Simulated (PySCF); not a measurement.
C₄H₈O₃, SMILES C(COC)(=O)OC (GFN2-xTB optimised geometry):

```
15

C      1.848    -1.807     1.107
O      2.003    -1.034    -0.064
C      1.421     0.235     0.000
C     -0.104     0.235     0.000
O     -0.816    -0.730     0.007
O     -0.556     1.496     0.000
C     -1.971     1.652    -0.006
H      2.412    -2.721     0.937
H      2.258    -1.280     1.979
H      0.800    -2.053     1.292
H      1.756     0.790     0.892
H      1.760     0.776    -0.888
H     -2.412     1.142     0.853
H     -2.393     1.231    -0.920
H     -2.157     2.721     0.046
```

Computed with PySCF with CAM-B3LYP/def2-TZVP.

Problem. What are the frontier orbital energies and the dipole moment?

Solution. HOMO-2 -10.43 eV, HOMO-1 -9.99 eV, HOMO -8.92 eV, LUMO 1.40 eV, LUMO+1 1.96 eV; dipole moment 2.34 D.

Meta-Löwdin charges at CAM-B3LYP/def2-TZVP: C1 -0.12, O2 -0.39, C3 -0.03, C4 0.51, O5 -0.46, O6 -0.35, C7 -0.12, H8 0.13, H9 0.09, H10 0.12, H11 0.11, H12 0.14, H13 0.12, H14 0.12, H15 0.13.
